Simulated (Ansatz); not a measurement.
`O[Si@H](Cl)[Si@@H](O)F` + `O[Si](O)(F)F` → `O[SiH](Cl)O[Si](O)(F)F` + `O[SiH2]F`  (cleavage of the Si–Si bond)

Program: Ansatz. Geometries: PBE0-D4/def2-TZVP. ΔE: electronic, gas phase. CBS: MP2 limit from def2 TZ/QZ plus the TZ coupled-cluster correction, frozen cores. DFT in def2-TZVPP. B3LYP here is the variant with VWN-RPA as its local correlation; programs differ in this. HSE06 is defined as in plane-wave codes. Each species was taken in one conformer, which may not be the lowest.

```
           level  ΔE (kJ/mol)
         BLYP-D4       -143.6
          B97M-V       -153.3
        B3LYP-D4       -152.6
            BLYP       -139.4
           HSE06       -135.7
           BHLYP       -165.6
CCSD(T)/def2-SVP       -162.2
  CCSD/CBS(def2)       -159.9
```

Problem. What does CCSD(T)/CBS give? (An estimate is asked.)

Solution. The calculation gave: -156.5 kJ/mol. The listed levels differ from it by 12.9, 3.2, 3.9, 17.1, 20.8, -9.1, -5.7, -3.4 kJ/mol.

Largest T1 diagnostic among the species: 0.012.

At CCSD(T), def2-SVP lies −5.8 kJ/mol from the extrapolated value and def2-TZVPP −3.1 kJ/mol. From r2SCAN to r2SCAN0 (25 % exact exchange), in def2-TZVPP and without D4, ΔE moves by −6.0 kJ/mol. In def2-TZVPP, CCSD(T) changes the Hartree–Fock value by +22.1 kJ/mol (the triples alone add +3.4 kJ/mol) and MP2 by +16.6 kJ/mol.
